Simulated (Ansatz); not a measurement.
`[Cl][AlH][GeH3]` + `N[SiH3]` → `[SiH3][NH][AlH][Cl]` + GeH₄  (cleavage of the Al–Ge bond)

Gas-phase electronic energies from Ansatz, PBE0-D4/def2-TZVP geometries. CCSD(T)/CBS adds triple-zeta CCSD(T) − MP2 to the extrapolated MP2 energy (def2 sets, frozen cores). This one scheme is used for every species. Functionals use def2-TZVPP. B3LYP here is the variant with VWN-RPA as its local correlation; programs differ in this. HSE06 is defined as in plane-wave codes. For Ge outer-core shells are correlated without core-valence functions, which leaves a few kJ/mol of doubt a bond. Scalar relativity is left out up to krypton. Each species was taken in one conformer, which may not be the lowest.

```json
{"level": "LDA (SPW92)", "ΔE (kJ/mol)": "-69.9", "difference from CCSD(T)/CBS": "10.0"}
{"level": "BLYP-D4", "ΔE (kJ/mol)": "-79.0", "difference from CCSD(T)/CBS": "0.9"}
{"level": "B3LYP-D4", "ΔE (kJ/mol)": "-80.4", "difference from CCSD(T)/CBS": "-0.5"}
{"level": "r2SCAN0-D4", "ΔE (kJ/mol)": "-79.0", "difference from CCSD(T)/CBS": "0.9"}
{"level": "HSE06-D4", "ΔE (kJ/mol)": "-69.2", "difference from CCSD(T)/CBS": "10.7"}
{"level": "ωB97M-V", "ΔE (kJ/mol)": "-81.9", "difference from CCSD(T)/CBS": "-2.0"}
{"level": "revPBE", "ΔE (kJ/mol)": "-60.5", "difference from CCSD(T)/CBS": "19.4"}
{"level": "r2SCAN", "ΔE (kJ/mol)": "-78.4", "difference from CCSD(T)/CBS": "1.5"}
{"level": "r2SCAN0", "ΔE (kJ/mol)": "-78.0", "difference from CCSD(T)/CBS": "1.9"}
{"level": "HF/def2-SVP", "ΔE (kJ/mol)": "-91.7", "difference from CCSD(T)/CBS": "-11.8"}
{"level": "CCSD/def2-SVP", "ΔE (kJ/mol)": "-90.6", "difference from CCSD(T)/CBS": "-10.7"}
{"level": "CCSD/def2-TZVPP", "ΔE (kJ/mol)": "-82.4", "difference from CCSD(T)/CBS": "-2.5"}
{"level": "CCSD(T)/def2-TZVPP", "ΔE (kJ/mol)": "-82.8", "difference from CCSD(T)/CBS": "-2.9"}
{"level": "MP2/def2-QZVPP", "ΔE (kJ/mol)": "-87.2", "difference from CCSD(T)/CBS": "-7.3"}
{"level": "MP2/CBS(def2)", "ΔE (kJ/mol)": "-85.4", "difference from CCSD(T)/CBS": "-5.5"}
{"level": "CCSD/CBS(def2)", "ΔE (kJ/mol)": "-79.5", "difference from CCSD(T)/CBS": "0.4"}
{"level": "CCSD(T)/CBS", "ΔE (kJ/mol)": "-79.9", "difference from CCSD(T)/CBS": "0"}
```

Largest T1 diagnostic among the species: 0.012.

At CCSD(T), def2-SVP lies −11.0 kJ/mol from the extrapolated value and def2-TZVPP −2.9 kJ/mol. The D4 term adds −5.2 kJ/mol with B3LYP and −2.8 kJ/mol with PBE0; it sums over pairs of atoms, weighted by their polarisabilities, and B3LYP, whose exchange is more repulsive, gets the larger term. Leaving LDA and LC-ωPBE aside and taking each functional with its dispersion term where it has one, the values, not all of them listed here, spread over 20.2 kJ/mol, from B97M-V to PBE-D4. LDA lies −6.8 kJ/mol from PBE without D4.
